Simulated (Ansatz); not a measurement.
Consider the cleavage of the Si–B bond: `[SiH3][SiH2]BCl` + `[CH2]1[NH][AlH]1` → `[SiH3][SiH2][N]1[CH2][AlH]1` + `BCl`.

Gas-phase electronic energies from Ansatz, PBE0-D4/def2-TZVP geometries. CBS: MP2 limit from def2 TZ/QZ plus the TZ coupled-cluster correction, frozen cores. This one scheme is used for every species. Functionals use def2-TZVPP. B3LYP here is the variant with VWN-RPA as its local correlation; programs differ in this. Each species was taken in one conformer, which may not be the lowest.

(1) Is it downhill or uphill in electronic energy at CCSD(T)/CBS, and by how much? (Estimate.)

(2) What do these levels give: PBE-D4, B2PLYP, PBE, r2SCAN, PBE0, B3LYP, HF/def2-TZVPP, MP2/def2-TZVPP, HF/def2-QZVPP, MP2/def2-QZVPP, SCS-MP2/def2-QZVPP, MP2/CBS(def2)? (Best estimate.)

Largest T1 diagnostic among the species: 0.015.

## Answers

(1) Computed: Downhill: ΔE = -0.81 eV.

(2) The calculation gave: PBE-D4 -0.62, B2PLYP -0.84, PBE -0.59, r2SCAN -0.73, PBE0 -0.66, B3LYP -0.77, HF/def2-TZVPP -1.00, MP2/def2-TZVPP -0.92, HF/def2-QZVPP -1.01, MP2/def2-QZVPP -0.91, SCS-MP2/def2-QZVPP -0.93, MP2/CBS(def2) -0.90 eV.

From PBE to PBE0 (25 % exact exchange), in def2-TZVPP and without D4, ΔE moves by −0.08 eV. In def2-TZVPP, CCSD(T) changes the Hartree–Fock value by +0.17 eV (the triples alone add +0.02 eV) and MP2 by +0.08 eV. The D4 term adds −0.06 eV with B3LYP and −0.03 eV with PBE0; it sums over pairs of atoms, weighted by their polarisabilities, and B3LYP, whose exchange is more repulsive, gets the larger term.
